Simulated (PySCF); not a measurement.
Compound: cis-Hf(NH3)2F4 (singlet state).
Bonds: Hf1–N2, Hf1–F6, Hf1–N7, Hf1–F11, Hf1–F12, Hf1–F13. Hydrogens: H3, H4, H5 on N2; H8, H9, H10 on N7.

Computed by this run: PBE0-D3(BJ)/def2-SVP geometry optimisation, gas phase, def2 core potentials past Kr (PySCF 2.14.0); density fitting, grid level 1; the optimiser is geomeTRIC in internal coordinates, started from a GFN2-xTB structure with every atom displaced at random (about 0.03 Å).

Step 1: E = -15238.3896 eV
```
atom  x, y, z in Å  |  force x, y, z in eV/Å
Hf1    -0.6059   -0.0467   -0.6350   -1.086   0.678  -0.558
N2     -0.8537   -0.0205    1.7372    0.303   0.072  -0.091
H3     -0.5300    0.8019    2.2378    0.084   0.144  -0.002
H4     -0.5210   -0.8522    2.2225   -0.356  -0.050   0.077
H5     -1.8735    0.0286    1.7056   -0.056  -0.291   0.289
F6     -0.4909    0.0593   -2.5840    0.088  -0.110   0.404
N7      1.7508    0.0045   -0.8487   -0.128  -0.048  -0.027
H8      1.7770   -0.0850   -1.8680    0.293  -0.103   0.072
H9      2.2775   -0.7469   -0.4121    0.161  -0.107  -0.157
H10     2.1680    0.8990   -0.6046    0.012   0.098   0.025
F11    -2.5583    0.0110   -0.4324    0.497  -0.031  -0.038
F12    -0.2013    1.8566   -0.2107   -0.016  -0.676  -0.043
F13    -0.3083   -1.9617   -0.2854    0.203   0.424   0.048
```

Step 2: E = -15238.4923 eV
```
atom  x, y, z in Å  |  force x, y, z in eV/Å
Hf1    -0.6453   -0.0185   -0.6571   -0.149  -0.063  -0.274
N2     -0.8645   -0.0217    1.7589    0.032   0.127  -0.167
H3     -0.5297    0.8046    2.2534   -0.005  -0.020  -0.019
H4     -0.5450   -0.8550    2.2471   -0.061  -0.064   0.058
H5     -1.8865    0.0000    1.7836    0.019  -0.068   0.168
F6     -0.5146    0.0732   -2.5877    0.059  -0.089   0.015
N7      1.7611   -0.0065   -0.8592   -0.098   0.000  -0.012
H8      1.8379   -0.1024   -1.8737    0.140  -0.021   0.002
H9      2.2902   -0.7633   -0.4293    0.025  -0.003  -0.041
H10     2.1820    0.8867   -0.6063    0.017  -0.011  -0.001
F11    -2.5680    0.0150   -0.4633   -0.163  -0.024   0.045
F12    -0.2230    1.8478   -0.2548    0.103   0.008   0.165
F13    -0.2638   -1.9119   -0.2892    0.083   0.227   0.061
```

Step 3: E = -15238.5128 eV
```
atom  x, y, z in Å  |  force x, y, z in eV/Å
Hf1    -0.6719   -0.0060   -0.6857   -0.180  -0.157   0.101
N2     -0.8589   -0.0068    1.7510   -0.111  -0.148  -0.065
H3     -0.5144    0.8236    2.2322   -0.001  -0.027  -0.048
H4     -0.5341   -0.8371    2.2439    0.065  -0.008   0.026
H5     -1.8778   -0.0043    1.8356   -0.004   0.058   0.058
F6     -0.5272    0.0540   -2.6117    0.071   0.016  -0.074
N7      1.7641   -0.0175   -0.8628   -0.098   0.091  -0.102
H8      1.8923   -0.1079   -1.8724    0.040   0.015  -0.023
H9      2.2854   -0.7820   -0.4352   -0.055   0.014   0.063
H10     2.1894    0.8685   -0.5903    0.037  -0.027   0.017
F11    -2.6015    0.0078   -0.4991    0.053  -0.042   0.019
F12    -0.2712    1.8354   -0.1770    0.188   0.126  -0.058
F13    -0.2434   -1.8796   -0.3061   -0.005   0.090   0.086
```

**Question.** Estimate the geometry and energy of step 4. (The exact step hangs on the optimiser's Hessian estimate; all steps are aligned on step 3, rigid shifts and turns removed.)

**Answer.** E = -15238.4923 eV, largest force 0.359 eV/Å
```
atom  x, y, z in Å  |  force x, y, z in eV/Å
Hf1    -0.7111    0.0103   -0.6983    0.247  -0.036   0.102
N2     -0.8750   -0.0326    1.7555   -0.257  -0.090   0.009
H3     -0.4977    0.7844    2.2332    0.035  -0.001   0.055
H4     -0.5587   -0.8752    2.2383    0.226   0.078  -0.140
H5     -1.8852   -0.0246    1.9120   -0.048   0.157  -0.058
F6     -0.5330    0.0306   -2.6210   -0.036  -0.029  -0.068
N7      1.7461    0.0097   -0.8680    0.109  -0.169  -0.179
H8      1.9319   -0.0983   -1.8674   -0.069   0.045  -0.032
H9      2.2641   -0.7449   -0.4189   -0.042   0.001   0.105
H10     2.1683    0.8980   -0.5964   -0.074  -0.017   0.043
F11    -2.6472   -0.0038   -0.5137    0.190   0.093   0.014
F12    -0.1155    1.8257   -0.2759   -0.295   0.111   0.172
F13    -0.2565   -1.8314   -0.2571    0.013  -0.142  -0.023
```

The energy changes by +0.0205 eV. The first-order estimate −F·Δx gives -0.0590 eV and the mean of the old and new forces, exact on a quadratic surface, +0.0228 eV. The step makes an angle of 61° with the force vector and moves no atom by more than 0.185 Å. The energy falls at the start of this step and ends higher, so the step passed the lowest point of its straight line.

What follows is the cost of the whole optimisation. The run took 2.3 min wall on an Arm Neoverse V1 with one thread, no GPU, on a shared host, and the process peaked at 0.56 GiB of memory.
